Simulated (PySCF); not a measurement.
BCl₃, charge +1, doublet, geometry from GFN2-xTB (a state made from the parent by changing its charge; the spin is typed, not shown lowest). Base run: MN15/def2-SV(P) (PySCF).

Input for PySCF:
```python
from pyscf import gto, scf, dft

mol = gto.M(
    atom='''
B     0.003363    0.011390    0.007182
Cl    1.663752   -0.235445   -0.408300
Cl   -0.647685   -0.715203    1.434993
Cl   -1.017057    0.947297   -1.028805
''',
    basis='def2-sv(p)',
    charge=1,
    spin=1,
    verbose=4,
)

mf = dft.UKS(mol)
mf.xc = 'mn15'
mf.kernel()
```

Variants of this job, named by their change:

```csv
change,ΔE vs base (mEh),grid points,electrons on the grid
base,0.000,70688,55.00000
grids.radi_method = delley,-0.002,72456,55.00000
grids.level = 2,0.003,46448,55.00000
"grids.atom_grid = (30, 110)",-27.751,9720,54.99949
"grids.atom_grid = (75, 302)",-0.006,55000,55.00000
grids.level = 4,0.007,114176,55.00000
"grids.atom_grid = (50, 194)",-0.745,25456,54.99999
"grids.atom_grid = (99, 590)",0.007,120528,55.00000
grids.level = 5,0.007,172304,55.00000
grids.level = 0,681.7,5960,54.97874
grids.prune = dft.gen_grid.treutler_prune,0.014,67704,55.00000
```

Open shells are given as the SCF converged; they aren't shown to be the lowest states, and a large step between rows can be another state.
